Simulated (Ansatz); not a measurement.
This geometry of C₂H₁₁GeNSi (16 atoms, charge 0, multiplicity 1) is a first-order saddle point.

Theory: Ansatz 0.2.0, RKS B3LYP/def2-SVP.

```xyz
16
Properties=species:S:1:pos:R:3
C -1.428 1.217 1.549
Ge 0.292 1.456 0.593
Si 0.760 -0.342 -0.933
C 1.087 -1.951 0.011
N -0.585 -0.451 -2.026
H -2.265 1.164 0.837
H -1.415 0.288 2.139
H -1.605 2.062 2.231
H 0.247 2.816 -0.151
H 1.422 1.563 1.650
H 2.019 -0.025 -1.685
H 1.978 -1.854 0.654
H 0.230 -2.231 0.644
H 1.271 -2.781 -0.692
H -0.580 -1.012 -2.870
H -1.451 0.059 -1.907
```

**Question.** Which two structures does it join? (They come from a converged band through this point; their orientation in space is the band's.)

**Answer.** No bond is made or broken. The height of N5 over the plane of its neighbours goes from 0.22 to -0.26 Å.

First end point:

```xyz
16
Properties=species:S:1:pos:R:3
C -1.477 1.378 1.389
Ge 0.326 1.473 0.569
Si 0.750 -0.380 -0.904
C 1.150 -1.943 0.095
N -0.626 -0.493 -1.975
H -2.254 1.377 0.610
H -1.583 0.466 1.995
H -1.642 2.249 2.041
H 0.435 2.814 -0.199
H 1.372 1.526 1.714
H 1.930 -0.086 -1.776
H 2.056 -1.793 0.707
H 0.325 -2.214 0.774
H 1.332 -2.801 -0.575
H -0.555 -1.037 -2.830
H -1.564 -0.559 -1.591
```

Last end point:

```xyz
16
Properties=species:S:1:pos:R:3
C -1.328 1.100 1.707
Ge 0.300 1.471 0.644
Si 0.759 -0.289 -0.925
C 0.898 -1.978 -0.093
N -0.610 -0.335 -2.014
H -2.178 0.912 1.034
H -1.180 0.211 2.339
H -1.570 1.955 2.356
H 0.092 2.812 -0.111
H 1.494 1.690 1.609
H 2.082 -0.004 -1.584
H 1.748 -2.000 0.608
H -0.020 -2.226 0.462
H 1.067 -2.770 -0.843
H -0.675 -1.100 -2.683
H -0.903 0.530 -2.462
```

**Question.** How far does it lie above each of them?

**Answer.** 0.020 eV above the first and 0.048 eV above the second. This is the barrier of this one path; another mechanism may lie lower.

Time of the run: 2.8 min on 2 threads of Intel(R) Xeon(R) Platinum 8488C (Sapphire Rapids), with other jobs on the host, peak memory 0.48 GiB.
